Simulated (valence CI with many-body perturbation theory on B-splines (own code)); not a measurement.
Values are calculated unless marked as measured or tabulated.
# Fe11+: magnetic and hyperfine properties of the levels

Method: configuration interaction combined with many-body perturbation theory (CI+MBPT): five valence electrons over a frozen Dirac-Fock core [Ne], a basis of 9 s, 9 p, 8 d, 6 f, 3 g, 1 h functions for each j, with the one-electron correlation potential Σ1, the two-electron term Σ2, the three-electron term Σ3, Breit, model QED; selected CI, second order for the rest, scaled by the run's own slope (own B-spline code, finite nucleus).

No measured levels were compared; by estimate levels of excited configurations hold to 0.05 to 0.15 % of their energy, terms of the ground configuration to about 0.5 %. Among the levels kept, up to 650 cm⁻¹ of a level comes from second order outside the variational space, and about a tenth of that is noise between levels of different J, which matters for small intervals.

A/g_I is the dipole constant over the nuclear g factor μ/I (μ in nuclear magnetons, uniformly magnetised nucleus), B/Q the quadrupole constant per barn. Both hold the static response of the core; the bare values leave it out. Large factors of s and p1/2 electrons are usually good to 5 to 10 %; those of open d and f shells near neutrality can be off by tens of per cent, and small factors of p3/2, d and f electrons come from cancelling terms and can be off by a factor of two or in sign, in half-filled shells by more. B is blank for J = 1/2, where it vanishes, and for nearly pure S terms. Energies count from the lowest level.

Names give the largest LS component (configuration and term), which can be under half, so a name can repeat, a term be missing and a line seem to break the LS rules; names also repeat where a configuration has a term twice. Letters in brackets count levels of one name in rising energy.

```
                Level  E (eV)      g  A/g_I (MHz)  A/g_I bare  B/Q (MHz/b)  B/Q bare
      3s2 3p3 4S°_3/2   0.000  1.982          777        1050                       
      3s2 3p3 2D°_3/2   5.184  0.870         4250        4050         6430      6130
      3s2 3p3 2D°_5/2   5.747  1.200         7780        7470        -58.4     -54.5
      3s2 3p3 2P°_1/2   9.231  0.665        21700       20400                       
      3s2 3p3 2P°_3/2  10.024  1.281         4430        4330        -6600     -6290
        3s 3p4 4P_5/2  34.016  1.595        17100       16400         6740      6420
        3s 3p4 4P_3/2  35.209  1.730        15600       15000        -5500     -5240
        3s 3p4 4P_1/2  35.743  2.661        35200       33800                       
        3s 3p4 2D_3/2  42.146  0.812        -4180       -3840        -9880     -9410
        3s 3p4 2D_5/2  42.388  1.205        18400       17400       -14200    -13500
3s2 3p2 3d 2P_3/2 [a]  48.335  1.323         -606        -294         3230      3090
        3s 3p4 2P_1/2  48.920  1.114        23800       22400                       
        3s 3p4 2S_1/2  50.923  1.552        47100       44400                       
    3s2 3p2 3d 4F_3/2  52.929  0.426         3030        2940        -1130      -986
    3s2 3p2 3d 4F_5/2  53.398  1.047         1850        1930          365       449
    3s2 3p2 3d 4F_7/2  54.085  1.245         1920        2010         -751      -585
3s2 3p2 3d 2F_5/2 [a]  54.900  0.956         5200        5030         -667      -573
    3s2 3p2 3d 4F_9/2  54.932  1.328         2880        2920        -5930     -5490
3s2 3p2 3d 2F_7/2 [a]  55.432  1.271         2440        2520         3220      3130
    3s2 3p2 3d 4D_1/2  55.467  0.009         7870        7440                       
    3s2 3p2 3d 4D_3/2  55.599  1.177         3770        3790        -2020     -1930
    3s2 3p2 3d 4D_5/2  56.130  1.254         3210        3250         -729      -669
    3s2 3p2 3d 4D_7/2  57.290  1.288         2200        2280         2640      2580
    3s2 3p2 3d 2G_7/2  61.315  0.894         4850        4680        14100     13600
    3s2 3p2 3d 2G_9/2  61.694  1.116         3590        3540        16200     15600
3s2 3p2 3d 2P_3/2 [b]  62.288  1.315        -1360       -1010         1970      1880
    3s2 3p2 3d 4P_5/2  63.572  1.582         1240        1470          645       656
3s2 3p2 3d 2P_1/2 [a]  63.778  0.825        14500       13600                       
    3s2 3p2 3d 4P_3/2  64.103  1.674         1420        1710         -370      -398
    3s2 3p2 3d 4P_1/2  64.477  2.493          533         928                       
3s2 3p2 3d 2D_3/2 [a]  65.293  0.868         2710        2720          939       961
3s2 3p2 3d 2D_5/2 [a]  66.635  1.211         3180        3200        -1080      -928
3s2 3p2 3d 2D_3/2 [b]  68.750  0.813         3420        3270         -194      -212
3s2 3p2 3d 2D_5/2 [b]  68.834  1.200         4480        4430         5220      4980
3s2 3p2 3d 2P_1/2 [b]  70.716  0.819        -3690       -3450                       
3s2 3p2 3d 2F_5/2 [b]  71.591  0.907         1950        1960         2190      2200
3s2 3p2 3d 2P_3/2 [c]  71.695  1.320         1690        1860        -3180     -3040
    3s2 3p2 3d 2S_1/2  71.950  1.861        16700       16100                       
3s2 3p2 3d 2F_7/2 [b]  72.138  1.141         3870        3820        -2070     -1850
3s2 3p2 3d 2D_5/2 [c]  74.970  1.153         2130        2170        -2120     -1930
```

Take the isotope of mass number 57, with I = 1/2, μ = 0.09064 μN. What is the hyperfine structure of 3s2 3p3 2D°_5/2?

From the table A = 1410 MHz. Shifts from the centre of gravity in MHz: F = 2: -2470, F = 3: 1760.
